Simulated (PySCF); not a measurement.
Ge(H)2(Me)(NH2) (CH7GeN), SMILES [CH3][GeH2][NH2]. Heavy atoms are numbered as in [GeH2:1]([CH3:2])[NH2:3]. Hydrogens are named by the atom that carries them.

Geometry: PBE0-D3(BJ)/def2-SVP. The structure was generated by enumeration, and PubChem lists no compound with its InChIKey, so it may never have been made. One conformer was computed; it need not be the lowest.

The numbers are results of PBE/def2-TZVPD (PySCF), not measurements.

ESP charges are fitted to the potential on shells at 1.4 to 2.0 van der Waals radii. Atomic charges (e), one atom of each kind:

```
atom          IAO  ESP fit
----------  -----  -------
Ge1 (GeH2)   0.72     0.76
C2 (CH3)    -0.71    -0.91
N3 (NH2)    -0.80    -0.98
H on Ge1    -0.09    -0.13
H on C2      0.16     0.22
H on N3      0.26     0.35
```
